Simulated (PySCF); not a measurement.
C5H11FSi, SMILES C[Si](C)(/C=C\F)C at its GFN2-xTB optimised geometry (Å):

```
18

C      1.6313     0.2698     0.0000
Si    -0.2752     0.2698     0.0000
C     -0.9440    -0.6963    -1.5012
C     -0.9445     2.0547     0.0000
C     -0.8975    -0.5524     1.5976
C     -0.6403    -1.8006     1.9342
F      0.1021    -2.6114     1.1541
H      2.0250     0.7103    -0.9111
H      2.0178    -0.7420     0.0708
H      2.0300     0.8339     0.8387
H     -0.5907    -0.2683    -2.4347
H     -2.0298    -0.6916    -1.5262
H     -0.6201    -1.7318    -1.4695
H     -0.6222     2.5913    -0.8866
H     -2.0300     2.0729     0.0156
H     -0.5939     2.6114     0.8636
H     -1.5004     0.0125     2.2911
H     -0.9653    -2.3218     2.8261
```

Method: B3LYP/def2-SVP (PySCF). Cells within 0.4 Å of a nucleus heavier than hydrogen are left out (blank, or x).

Map of the deformation density (molecule minus spherical neutral atoms) (e/bohr³) on the plane z = 0.0 Å:

```
|111111111111111111111111111|
|111111111111111111111111111|
|111111111111111111111111111|
|111111111111111111111111111|
|111111111111111111111111111|
|111111111001111111111111111|
|111111111102101111111111111|
|1111110166xx100111111111111|
|1111110188xx100111111111111|
|111111112347410000011111111|
|111111111135411100111111111|
|111111111012101321311111111|
|111111110000xx267xx10111111|
|111111111000xx255xx10111111|
|111111111001000225941111111|
|111111111000000013721111111|
|111111111100000111101111111|
|111111111111111111111111111|
|111111111111111111111111111|
|111111111111111111111111111|
|111111111111111111111111111|
|111111111111111111111111111|
|111111111111111111111111111|
|111111111111111111111111111|
|111111111111111111111111111|
|111111111111111111111111111|
|111111111111111111111111111|
```
Scale: ten equal steps from -0.017 (start of '0') to 0.092 (end of '9'), in the order '0123456789'; x runs from -5.00 to 5.00, y from -5.00 (bottom) to 5.00 (top).
